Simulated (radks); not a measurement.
Results of a calculation; reference values are marked as such.
Problem. Radial electron density D(r) = 4 pi r^2 rho(r) of an atom or ion with 26 electrons. Level of theory: Dirac Kohn-Sham, exchange-only LDA, spin-unpolarised, spherical densities, finite nucleus; Fermi nuclear charge, rms radius of each element as measured or else 0.836 A^(1/3) + 0.57 fm (a radial shooting solver on a logarithmic mesh with Libxc functionals).

r (bohr)  D(r) (e/bohr)
0.004592          3.017
0.006223          5.015
0.008434          8.080
0.01143           12.48
0.01549           18.22
0.02083           24.50
0.02823           30.11
0.03825           32.67
0.05184           30.88
0.07026           26.85
0.09523           26.07
0.128             31.26
0.1735            36.40
0.2352            31.52
0.3187            19.57
0.4319            14.65
0.5807            17.71
0.787             17.00
1.067             10.32
1.446             4.381
1.959             1.572
2.634            0.5495
3.57             0.1730
4.838           0.04885
6.557           0.01005
8.886          0.001010

What is the nuclear charge?

Solution. Z = 27. The innermost maximum, from 1s, lies near gamma/Z bohr with gamma = sqrt(1 - (Z/c)^2) = 0.980, here 0.0363 bohr (found: 0.0392), and its height grows with Z. The density is that of the cobalt ion Co+ in [Ne] 3s1.75 3p6 3d8 4p0.25; the configuration itself is not fixed sharply by these data, and Z only to about a unit. D(r) has 3 maxima, at r = 0.0392, 0.179, 0.660 bohr, and minima at 0.0858, 0.422 bohr, inside which lie 2.13, 10.79 electrons.
